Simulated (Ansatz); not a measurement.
arsine (SMILES [AsH3]) moved off its minimum; all values from Ansatz (a program for electronic structure), cores frozen in correlated methods.
(charge 0, multiplicity 1)
```xyz
4

As    -0.02541     0.00501     0.11811
H     -0.62648    -0.86505    -0.76043
H     -0.43508     1.10976    -0.74712
H      1.33622    -0.08288    -0.82113
```

```csv
level,largest force (eV/Å),on atom,rms difference from CCSD(T)/aug-cc-pVTZ (eV/Å),dipole (D)
HF/def2-TZVPP,4.06,As1,0.304,0.49
PBE/def2-TZVPP,4.21,As1,0.125,0.41
r2SCAN/def2-TZVPP,4.02,As1,0.106,0.46
B3LYP/def2-TZVPP,4.03,As1,0.061,0.39
wB97M-V/def2-TZVPP,4.00,As1,0.158,0.42
MP2/aug-cc-pVTZ,4.13,As1,0.127,0.41
CCSD(T)/aug-cc-pVTZ,4.14,As1,0.000,0.42
```

The differences count from one level among others, with limits of its own. Forces at CCSD(T)/aug-cc-pVTZ (eV/Å):

```json
[
 {"atom": "As1", "Fx": "3.522", "Fy": "1.415", "Fz": "1.664"},
 {"atom": "H2", "Fx": "-1.822", "Fy": "-2.670", "Fz": "-2.266"},
 {"atom": "H3", "Fx": "-0.511", "Fy": "1.236", "Fz": "-0.553"},
 {"atom": "H4", "Fx": "-1.190", "Fy": "0.019", "Fz": "1.154"}
]
```
